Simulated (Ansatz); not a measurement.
One change: `C#CC1[SiH2]S1` becomes `OC1[SiH2]S1`.

Ansatz, PBE0-D4/def2-TZVP geometries, multiplicity 1. Each molecule was computed in one conformer, which needn't be the lowest.

```csv
property,`C#CC1[SiH2]S1`
"ideal-gas entropy at 298 K and 1 bar (rigid rotor, harmonic PBE0-D4/def2-TZVP) / J/(mol·K)",323
HOMO–LUMO gap (B3LYP/def2-TZVPP) / eV,6.01
LUMO energy (B3LYP/def2-TZVPP) / eV,-0.88
HOMO–LUMO gap (PBE0/def2-TZVPP) / eV,6.45
HOMO energy (B3LYP/def2-TZVPP) / eV,-6.90
size of the dipole moment (B3LYP/def2-TZVPP) / D,1.70
```

Task: What does the change do to each property? (Estimate.)

Result: The calculation gave: 
```
                                                                                  property  `OC1[SiH2]S1`  shift
ideal-gas entropy at 298 K and 1 bar (rigid rotor, harmonic PBE0-D4/def2-TZVP) / J/(mol·K)            303    -20
                                                     HOMO–LUMO gap (B3LYP/def2-TZVPP) / eV           6.23   0.22
                                                       LUMO energy (B3LYP/def2-TZVPP) / eV          -0.65   0.23
                                                      HOMO–LUMO gap (PBE0/def2-TZVPP) / eV           6.70   0.25
                                                       HOMO energy (B3LYP/def2-TZVPP) / eV          -6.88   0.02
                                          size of the dipole moment (B3LYP/def2-TZVPP) / D           1.19  -0.51
```

The zero-point energy changes by -12.2 kJ/mol with -3 modes. Dipoles are sizes alone; their direction can turn.

B3LYP here is the variant with VWN-RPA as its local correlation; programs differ in this.
